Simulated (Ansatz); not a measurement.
`BOC=N` and `N=COBN` differ in one atom or group.

Ansatz, PBE0-D4/def2-TZVP geometries, multiplicity 1. Each molecule was computed in one conformer, which needn't be the lowest.

```tsv
property	`BOC=N`
HOMO energy (B3LYP/def2-TZVPP) / eV	-8.27
HOMO energy (ωB97M-V/def2-TZVPP) / eV	-10.95
size of the dipole moment (ωB97M-V/def2-TZVPP) / D	2.19
HOMO energy (PBE/def2-TZVPP) / eV	-6.96
LUMO energy (PBE0/def2-TZVPP) / eV	-0.95
HOMO energy (PBE0/def2-TZVPP) / eV	-8.51
```

Q: What does the change do to each property? (Estimate.)

A: Computed: 
| property | `N=COBN` | shift |
| --- | --- | --- |
| HOMO energy (B3LYP/def2-TZVPP) / eV | -7.74 | 0.53 |
| HOMO energy (ωB97M-V/def2-TZVPP) / eV | -10.33 | 0.62 |
| size of the dipole moment (ωB97M-V/def2-TZVPP) / D | 1.25 | -0.94 |
| HOMO energy (PBE/def2-TZVPP) / eV | -6.64 | 0.32 |
| LUMO energy (PBE0/def2-TZVPP) / eV | -0.08 | 0.87 |
| HOMO energy (PBE0/def2-TZVPP) / eV | -7.99 | 0.52 |

With PBE0 the HOMO rises by 0.52 eV and the LUMO rises by 0.87 eV, so the gap widens by about 0.35 eV. PBE moves the HOMO by 0.32 eV and ωB97M-V by 0.62 eV. The zero-point energy changes by 52.8 kJ/mol with +6 modes. Dipoles are sizes alone; their direction can turn.

B3LYP here is the variant with VWN-RPA as its local correlation; programs differ in this.
